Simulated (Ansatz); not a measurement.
Mulliken charges of C2H4BCl, SMILES `ClC1BC1` from r2SCAN/def2-TZVPP in Ansatz (PBE0-D4/def2-TZVP geometry).

```csv
atom,x (Å),y (Å),z (Å),charge (e)
Cl1,-1.371,1.205,-1.235,-0.153
C2,0.099,0.429,-0.648,0.019
B3,0.337,0.469,0.860,0.009
C4,-0.027,-0.847,0.188,-0.188
H5,0.884,0.440,-1.393,0.093
H6,0.467,1.122,1.837,0.046
H7,0.714,-1.606,-0.047,0.086
H8,-1.012,-1.268,0.381,0.088
```

By hand: the dipole of these point charges (1 e Å = 4.8032 D).

Σ q r = (0.296, -0.170, 0.133) e Å, of length 0.366 e Å = 1.76 D.

How does the dipole of the full density compare? (An estimate is asked.)

Computed: (0.293, -0.246, 0.115) e Å, 1.92 D; the point charges give 0.92 times that, at 11° from its direction.

Point charges leave out the atoms' own dipoles, such as those of lone pairs, and Mulliken's split depends on the basis, so the close match here is no proof of good charges.
